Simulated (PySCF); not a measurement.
C2H10Cl2O2Si3, SMILES [Si](C)(O[SiH3])(O[SiH](Cl)Cl)C.

Geometry optimised at B3LYP-D3(BJ)/def2-SVP. The structure was generated by enumeration, and PubChem lists no compound with its InChIKey, so it may never have been made. One conformer was computed; it need not be the lowest.

Level of theory: B3LYP-D3(BJ)/def2-SVP (PySCF 2.14.0).

Frequencies are harmonic and unscaled.

```csv
mode,ν (cm⁻¹),IR (km/mol),moving atoms (share of kinetic energy)
1,18,0.3,"Si 39 %, Cl 32 %, H 14 %, O 10 %"
2,36,0.6,"C 32 %, Cl 27 %, O 20 %, H 16 %"
3,48,0.3,"Cl 56 %, O 22 %, Si 9 %"
4,78,1.6,"Cl 39 %, C 25 %, O 14 %, Si 12 %, H 11 %"
5,80,0.5,"Si 56 %, H 17 %, O 12 %"
6,124,0.1,H 96 %
7,140,0.1,H 98 %
8,154,1.6,"Cl 37 %, C 31 %, H 19 %"
9,174,0.2,"H 75 %, C 8 %"
10,183,0.8,"H 41 %, C 21 %, Cl 17 %, O 15 %"
11,194,1.9,"Cl 30 %, C 24 %, H 21 %, Si 17 %, O 9 %"
12,212,0.3,"Cl 23 %, H 22 %, O 19 %, Si 19 %, C 17 %"
13,241,13.4,"O 29 %, Si 23 %, H 23 %, C 18 %"
14,275,10.1,"O 30 %, Si 25 %, C 18 %, H 16 %, Cl 10 %"
15,360,38.7,"O 67 %, Si 18 %"
16,376,22.7,"O 48 %, Si 26 %, H 10 %, C 9 %"
17,486,14.8,"Si 44 %, Cl 37 %, O 9 %"
18,541,21.3,"Si 39 %, C 21 %, O 16 %, H 15 %, Cl 9 %"
19,576,130.6,"Si 58 %, Cl 36 %"
20,632,15.2,"Si 49 %, H 28 %, O 15 %"
21,693,9.1,"H 47 %, C 35 %, Si 18 %"
22,706,12.2,"H 45 %, C 32 %, Si 20 %"
23,730,41.3,"H 82 %, Si 9 %"
24,741,53.9,"H 82 %, Si 9 %, O 8 %"
25,756,5.2,"H 77 %, C 21 %"
26,810,35.1,"H 63 %, Si 24 %, C 12 %"
27,820,138.3,"H 68 %, Si 21 %, C 9 %"
28,831,303.9,"H 69 %, Si 16 %, C 12 %"
29,861,165.6,"H 60 %, C 21 %, Si 17 %"
30,879,85.7,"H 57 %, Si 27 %, C 11 %"
31,955,77.3,H 96 %
32,964,81.3,H 96 %
33,991,495.5,"H 70 %, Si 17 %, O 13 %"
34,1067,498.6,"O 67 %, Si 19 %, H 14 %"
35,1105,413.1,"O 75 %, Si 17 %"
36,1281,49.6,"H 76 %, C 24 %"
37,1285,45.7,"H 77 %, C 22 %"
38,1427,1.0,H 96 %
39,1428,0.9,H 96 %
40,1434,4.0,H 96 %
41,1442,9.3,H 96 %
42,2230,116.7,H 96 %
43,2231,119.7,H 96 %
44,2238,131.0,H 97 %
45,2324,88.5,H 97 %
46,3034,0.8,H 97 %
47,3036,1.0,H 97 %
48,3127,2.1,"H 91 %, C 9 %"
49,3128,2.8,"H 91 %, C 9 %"
50,3129,8.1,"H 91 %, C 9 %"
51,3132,3.6,"H 91 %, C 9 %"
```
